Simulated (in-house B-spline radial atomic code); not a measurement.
RPA and G0W0 on PBE: N

Configuration [He] 2s2 2p3, highest spin, mean-field start PBE. Computed with a B-spline radial code for spherical atoms: all electrons, non-relativistic, point nucleus, each spin shell either full or empty, empty states to l = 9 with an (l + 1/2)⁻⁴ tail; G0W0 by contour deformation at full frequency.

Command:
```bash
python run_gw.py task.json out
```
Settings (radii: box in bohr, nucleus in fm):
```
Z                        7
electrons                7
configuration            [He] 2s2 2p3
hamiltonian              nr
method                   pbe,pbe
lmax                     9
spin_polarised           True
box_radius               40
intervals                49
```

Run time, properties included: 0.7 s on 1 thread of Arm Neoverse V2, with other jobs on the host.

Energies (hartree):

```tsv
term	value
mean-field total	-54.53575
Hartree-Fock functional on these orbitals	-54.39838
direct second order	-0.41643
second-order exchange	0.19358
SOSEX correction	0.16326
```

(1) What is the RPA correlation energy, and what remains with SOSEX?

Quasi-particle levels (eV):

```tsv
level	occupied	mean field	Σx - vxc	Σc	QP weight	G0W0
2p up	yes	-8.304	-7.31	?	?	?
2p down	no	-4.135	8.39	-4.28	0.822	-0.025
```

G0W0 = mean field + (Σx - vxc) + Σc, with Σc (partial-wave tail included) taken at the quasi-particle energy. Levels of low weight are left out.

(2) Where does G0W0 put 2p up?

Results:

(1) RPA gives -0.33984 hartree (-1.32 eV per electron); RPA + SOSEX gives -0.17658, and the second-order doubles -0.22285 hartree (no singles). SOSEX takes back 48 % of the RPA value.

(2) At -13.530 eV, with Σc = 2.09 eV and a quasi-particle weight of 0.757. The tabulated removal energy is 14.534 eV (NIST, measured).
